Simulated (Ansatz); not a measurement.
`C[Si](Cl)(Cl)Cl` + `c1ccccc1` → `C[Si](Cl)(Cl)c1ccccc1` + HCl  (formal exchange of groups at the Si–Cl bond)

Isolated molecules relaxed with PBE0-D4/def2-TZVP in Ansatz; ΔE leaves out vibrations. CCSD(T)/CBS adds triple-zeta CCSD(T) − MP2 to the extrapolated MP2 energy (def2 sets, frozen cores). This one scheme is used for every species. Functionals use def2-TZVPP. Each species was taken in one conformer, which may not be the lowest.

Is it downhill or uphill in electronic energy at CCSD(T)/CBS, and by how much? (Best estimate.)

The calculation gave: Uphill: ΔE = +0.93 eV.

What do these levels give: BLYP-D4, r2SCAN-D4, BHLYP-D4, ωB97M-V, B2PLYP, PBE, r2SCANh, CAM-B3LYP, CCSD(T)/def2-SVP, CCSD(T)/def2-TZVPP, HF/CBS(def2), MP2/CBS(def2)? (An estimate is asked.)

Ansatz gave: BLYP-D4 0.89, r2SCAN-D4 0.99, BHLYP-D4 0.96, ωB97M-V 0.97, B2PLYP 1.00, PBE 1.02, r2SCANh 1.04, CAM-B3LYP 1.05, CCSD(T)/def2-SVP 0.85, CCSD(T)/def2-TZVPP 0.87, HF/CBS(def2) 1.14, MP2/CBS(def2) 0.93 eV.

Largest T1 diagnostic among the species: 0.010.

The D4 term adds −0.14 eV with B3LYP and −0.09 eV with PBE0; it sums over pairs of atoms, weighted by their polarisabilities, and B3LYP, whose exchange is more repulsive, gets the larger term. Leaving LDA and LC-ωPBE aside and taking each functional with its dispersion term where it has one, the values, not all of them listed here, spread over 0.14 eV, from revPBE-D4 to B97M-V. LDA lies −0.09 eV from PBE without D4. At CCSD(T), def2-SVP lies −0.07 eV from the extrapolated value and def2-TZVPP −0.05 eV.

B3LYP here is the variant with VWN-RPA as its local correlation; programs differ in this.
